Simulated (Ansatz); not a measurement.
Consider the formal exchange of groups at the Si–C bond: `CC[SiH](O)P` + `CCC(C)(C)C` → `C[SiH](O)P` + `CCC(C)(C)CC`.

Gas-phase electronic energies from Ansatz, PBE0-D4/def2-TZVP geometries. CBS: MP2 limit from def2 TZ/QZ plus the TZ coupled-cluster correction, frozen cores. DFT in def2-TZVPP. B3LYP here is the variant with VWN-RPA as its local correlation; programs differ in this. Each species was taken in one conformer, which may not be the lowest.

| level | ΔE (kcal/mol) | difference from CCSD(T)/CBS |
| --- | --- | --- |
| r2SCAN-D4 | -2.6 | 0.0 |
| PBE0-D4 | -2.3 | 0.3 |
| B3LYP-D4 | -2.0 | 0.6 |
| ωB97X-V | -2.6 | 0.0 |
| PBE | -1.8 | 0.8 |
| r2SCAN | -2.5 | 0.1 |
| HF/def2-TZVPP | -1.4 | 1.2 |
| SCS-MP2/def2-TZVPP | -2.5 | 0.1 |
| CCSD/def2-TZVPP | -2.5 | 0.1 |
| CCSD(T)/def2-TZVPP | -2.7 | -0.1 |
| HF/def2-QZVPP | -1.4 | 1.2 |
| MP2/def2-QZVPP | -2.9 | -0.3 |
| SCS-MP2/def2-QZVPP | -2.5 | 0.1 |
| HF/CBS(def2) | -1.4 | 1.2 |
| MP2/CBS(def2) | -2.9 | -0.3 |
| CCSD/CBS(def2) | -2.5 | 0.1 |
| CCSD(T)/CBS | -2.6 | 0 |

Largest T1 diagnostic among the species: 0.012.

In def2-TZVPP, CCSD(T) changes the Hartree–Fock value by −1.3 kcal/mol (the triples alone add −0.2 kcal/mol) and MP2 by −1.6 kcal/mol.
